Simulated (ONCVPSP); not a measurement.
Before and after: ONCV potential for Ga

ONCVPSP 4.0.1 input, shortened (lines: element, Z, core and valence counts, functional; n l f; lmax; l rc ep ncon nbas qcut; lloc lpopt rc5 dvloc0; l nproj debl; icmod fcfact rcfact), LDA (Perdew-Wang 92), scalar-relativistic:

```
  Ga 31.00    6    2  -001012      upf
    1    0    2.00
    2    0    2.00
    2    1    6.00
    3    0    2.00
    3    1    6.00
    3    2   10.00
    4    0    2.00
    4    1    1.00
    1
    0    1.60    0.00    5    9    3.70
    1    1.60    0.00    4    8    5.70
    1    5    1.60    0.00
    0    2    2.40
    1    0    0.80
    2    0.60    1.05
```

Change: s: qcut 4.3; p: qcut 6.7.

Cutoffs: the cutoffs (Ha) at which the residual kinetic energy of the hardest occupied pseudo-wave falls to 1 and 0.1 mHa per electron; they do not see the model core or the augmentation charge, which bear on the density cutoff. Errors are all-electron minus pseudo energies relative to the spin-unpolarised reference configuration.

Problem. Predict the effect on cutoff, ghosts and configuration errors.

Solution. The potential gets harder (8.9 Ha and 74 Ha → 15 Ha and 78 Ha); a bound ghost appears in s, which as a rule spoils a file; the errors of the 4 common tests hardly move.

| quantity | base | changed |
| --- | --- | --- |
| cutoff, loose | 8.9 Ha | 15 Ha |
| cutoff, tight | 74 Ha | 78 Ha |
| loose cutoff by channel | s 8.9 Ha, p 5.6 Ha | s 7.9 Ha, p 15 Ha |
| bound ghosts | none | s |
| GHOST(+) flags under 300 eV | s at 134.0 eV | none |
| error for 4s2 4p0, meV [ΔE 5.88 eV] | -1.8 | -1.9 |
| error for 4s1 4p0, meV [ΔE 27.38 eV] | -116 | -117 |
| error for 4s2 4p0.5, meV [ΔE 2.12 eV] | -0.1 | -0.1 |
| error for 4s0 4p3, meV [ΔE 13.55 eV] | -42 | -39 |
| s: phases at 1.63 bohr within 0.05 rad from the reference energy up to (Ha; the scan ends near 5) | 4.2 | to the end of the scan |
| p: phases at 1.63 bohr within 0.05 rad from the reference energy up to (Ha; the scan ends near 5) | 1.0 | 0.8 |
| rms error of d²Exc/dni dnj with the model core, mHa | 1.47 | 1.47 |

Base: The cutoffs count occupied waves only; projector 2 of the s channel, the hardest unoccupied one, needs 97 Ha at the loose tolerance. A true bound ghost makes a file unfit for plane-wave use even where its test errors are small: the radial tests pick states by their node count and pass the ghost by.
